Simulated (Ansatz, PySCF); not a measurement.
Molecule: H5Si2O3, net charge 0, doublet state. SMILES: O[Si](O)([SiH2])O
Geometry from a B3LYP-D3(BJ)/def2-TZVP (Ansatz, a quantum-chemistry and plane-wave program) optimisation:
```
Si
O 1 1.6392
H 2 0.9624 1 118.18
O 1 1.6424 2 109.55 3 -47.74
H 4 0.9612 1 116.73 2 141.88
O 1 1.6533 2 113.20 3 67.60
H 6 0.9608 1 118.08 2 65.90
Si 1 2.3289 2 104.16 3 -167.95
H 8 1.4861 1 114.45 2 -54.73
H 8 1.4863 9 109.17 1 128.29
```
Charge 0, spin multiplicity 2.

Wanted: atomisation energy, in kcal/mol. Conventions: atomisation electronic, to ground-state atoms; no spin-orbit coupling; open shells spin-unrestricted; 6-311+G** with 5d, 6d on Na to Ar in Ansatz; valence correlation only; six Cartesian d functions in 6-31G* and its kin unless marked 5d; dispersion terms only where a functional's name holds one; non-relativistic. CBS(X,Y): correlation extrapolated as X^-3; Hartree-Fock from the larger set. Ab initio and DFT rows: single points at B3LYP-D3(BJ) geometries (Ansatz).

Coupled cluster (Ansatz) is a level with limits of its own, used here on species with T1 under 0.025 (0.045 for open shells) and stable references: CCSD(T)/CBS(cc-pV(T+d)Z,cc-pV(Q+d)Z).

Value to compare with, CCSD(T)/CBS(cc-pV(T+d)Z,cc-pV(Q+d)Z) (Ansatz): 873.0 kcal/mol.

```
level                        program  atomisation energy (kcal/mol)  difference
--------------------  --------------  -----------------------------  ----------
SVWN5/6-31G*                  Ansatz                          970.7        97.7
PBE/3-21G                     Ansatz                          793.8       -79.2
PBE/6-311+G**                 Ansatz                          849.9       -23.1
BP86/def2-SVP                  PySCF                          864.7        -8.3
B3LYP/6-31G                   Ansatz                          731.4      -141.6
B3LYP/6-31G*                  Ansatz                          825.0       -48.0
B3LYP/6-31+G*                 Ansatz                          823.6       -49.4
B3LYP/6-31G**                 Ansatz                          838.1       -34.9
B3LYP/cc-pVDZ                 Ansatz                          812.5       -60.5
PBE0/6-31G*                   Ansatz                          823.6       -49.4
PBE0/6-311+G**                Ansatz                          830.9       -42.1
M06-2X/6-311+G**               PySCF                          848.5       -24.5
MP2/STO-3G                    Ansatz                          696.0      -177.0
r2SCAN-D4/def2-TZVPD  Ansatz + dftd4                          868.8        -4.2
B3LYP/def2-TZVPD              Ansatz                          851.2       -21.8
wB97M-V/def2-TZVPD            Ansatz                          865.1        -7.9
```

Among the 13 habitual levels, MP2/STO-3G lies farthest from CCSD(T)/CBS(cc-pV(T+d)Z,cc-pV(Q+d)Z) (Ansatz) (-177.0 kcal/mol) and BP86/def2-SVP nearest (-8.3); 1 of 13 lie above it, and their mean absolute difference is 64.3 kcal/mol, the median 49.4. One case shows no general order.

The levels are drawn from those run, B3LYP/6-31G* more often than the rest, none by its result; left out are runs that failed, that the program found above a lower state of the same kind, or whose <S^2> lies over 0.5 above the pure value.
